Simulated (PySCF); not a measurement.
Species: C7H7FOS.
SMILES with atom numbers: `[CH3:1][C@@H:2]([F:3])[c:4]1[cH:5][o:6][cH:7][cH:8][c:9]1=[S:10]`

Structure used (GFN2-xTB), in Å, numbered top down from 1:
```xyz
17
C7H7FOS angstrom
C     -2.252    0.157   -0.762
C     -1.506   -0.123    0.537
F     -1.942   -1.327    1.059
C     -0.020   -0.178    0.323
C      0.624   -1.359    0.203
O      1.945   -1.483    0.004
C      2.670   -0.356   -0.072
C      2.140    0.877    0.033
C      0.731    1.052    0.232
S      0.039    2.547    0.351
H     -3.322    0.165   -0.573
H     -1.951    1.126   -1.148
H     -2.027   -0.614   -1.496
H     -1.740    0.645    1.286
H      0.122   -2.314    0.269
H      3.720   -0.556   -0.226
H      2.763    1.753   -0.030
```

NICS is the negative of the GIAO shielding at a point without a nucleus: at the ring centre (0) and 1 Å above and below it (1); zz is the component along the ring normal. Level: GIAO PBE0/pcSseg-1 (PySCF, non-relativistic, gas phase) on the GFN2-xTB geometry, one conformer.

Ring bond lengths (Å), with Mayer bond orders in brackets: C4–C5 1.350 (1.67), C5–O6 1.342 (1.02), O6–C7 1.342 (1.04), C7–C8 1.346 (1.67), C8–C9 1.434 (1.13), C9–C4 1.444 (1.04).

Problem. What do the NICS probes read (ppm)?

Solution. 
| ring | type | NICS(0) | NICS(1), two faces | NICS(1)zz, two faces | rms pucker (Å) | centre to ring atoms, mean (Å) |
| --- | --- | --- | --- | --- | --- | --- |
| C4–C5–O6–C7–C8–C9 | 6-membered ring with O; bonds drawn aromatic by RDKit's count | 0.7 | -3.9 / -4.1 | -7.1 / -7.2 | 0.00 | 1.38 |

Problem. What do they say, and how far can they be read as aromaticity?

Solution. 
- C4–C5–O6–C7–C8–C9: mean NICS(1)zz -7.1 ppm, shielded. That is too small in size for a clear verdict by the NICS criterion.

Problem. How equal are the bonds by HOMA? Use HOMA with the parameters of Krygowski (1993).

Solution. 
- C4–C5–O6–C7–C8–C9: HOMA 0.32; the largest term is that of O6–C7, α(R − Ropt)² = 0.94.

Problem. List the ring angles and the Hirshfeld charges of the ring atoms.

Solution. 
- C4–C5–O6–C7–C8–C9: C4 119.5° (-0.023 e), C5 124.3° (+0.054 e), O6 117.6° (-0.043 e), C7 123.5° (+0.058 e), C8 120.7° (-0.064 e), C9 114.5° (+0.007 e); sum 720.0° against 720° for a flat convex ring.
